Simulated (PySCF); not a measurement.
# Worked example: chemical shift, span and skew from a shielding tensor

Be₂F₂, SMILES [F][Be][Be][F]. Atoms are numbered in the order given.

```xyz
4

F      0.0000     0.0000    -2.3970
Be     0.0000     0.0000    -1.0262
Be     0.0000     0.0000     1.0262
F      0.0000     0.0000     2.3970
```

Geometry: PBE0-D3(BJ)/def2-TZVP. Other conformers were not sampled.

GIAO shieldings from PySCF with PBE0/pcSseg-2, non-relativistic, no solvent. The symmetric part of the tensor of F1 has the principal values 179.4, 179.4, 483.0 ppm. The same nucleus in CFCl3 has σ = 165.8 ppm at this level (PySCF, at its B3LYP-D3(BJ)/def2-TZVP geometry).

Work out the isotropic shielding, the ¹⁹F shift against CFCl3, the span and the skew.


σ(iso) = (σ11 + σ22 + σ33)/3 = 280.6 ppm. δ = σ(ref) − σ(iso) = 165.8 − (280.6) = -114.8 ppm.
Span Ω = σ33 − σ11 = 303.6 ppm. Skew κ = 3(σ(iso) − σ22)/Ω = 1.00, an axial tensor. Tumbling in solution averages the tensor to δ; in a static solid the shielding alone would spread this spin-1/2 line over Ω.
